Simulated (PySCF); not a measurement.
PySCF 2.14 output of a UHF calculation on a single atom or ion in cc-pVDZ-DK (4s3p1d, 18 functions), with the spin-free X2C one-electron Hamiltonian (Gaussian nucleus):

```
SCF conv_tol = 1e-09
number electrons alpha = 9  beta = 6
cycle= 1 E= -341.523394809742  delta_E= -2.9e-11  |g|= 1.45e-06  |ddm|= 3.56e-05
converged SCF energy = -341.523394809742  <S^2> = 3.7500506  2S+1 = 4.0000253
```

The run itself started from symmetry-adapted Hartree-Fock orbitals and held the occupation by maximum overlap, so the iterations belong to that start.

Question: Which element, charge and spin multiplicity is this?

Answer: P (phosphorus, neutral), multiplicity 4; the state was [Ne] 3s2 3p3, high-spin 4S determinant.
